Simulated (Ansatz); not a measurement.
System: sum formula H3SiO3, charge 0, multiplicity 2. It need not be the lowest isomer of its formula. 
Geometry from a B3LYP-D3(BJ)/def2-TZVP (Ansatz, a program for electronic structure) optimisation:
```xyz
7

Si    -0.0541     0.0028     0.2710
O     -0.7428     1.4707    -0.0628
O     -0.7063    -1.2699    -0.5091
O      1.5332    -0.1201    -0.0733
H     -0.3573     0.0409     1.7283
H     -1.6641    -1.3307    -0.5468
H      2.1066     0.6051     0.1870
```
Charge 0, spin multiplicity 2.

Wanted: atomisation energy (electronic, to ground-state atoms), in eV. Correlated levels leave the core frozen unless marked. UHF or UKS for open shells. No spin-orbit coupling. Non-relativistic. The coupled-cluster limit lacks core correlation, which all-electron functionals hold. CBS marks a two-point X^-3 extrapolation of the correlation energy; Hartree-Fock from the larger set (for Q and 5 zeta extrapolated as (X+1)exp(-9√X)).

| level | program | atomisation energy (eV) |
|---|---|---|
| BLYP-D3(BJ)/def2-TZVPD | Ansatz + dftd3 | (withheld) |
| B3LYP/def2-TZVPD | Ansatz | 26.70 |
| BHLYP-D3(BJ)/def2-TZVPD | Ansatz + dftd3 | 25.81 |
| CCSD/6-31G* | Ansatz | 23.37 |
| CCSD(T)/CBS(cc-pV(Q+d)Z,cc-pV(5+d)Z) | Ansatz | (withheld) |

### Question
Fill in the missing entries.

### Answer

- BLYP-D3(BJ)/def2-TZVPD, atomisation energy (eV): 27.08
- CCSD(T)/CBS(cc-pV(Q+d)Z,cc-pV(5+d)Z), atomisation energy (eV): 27.24
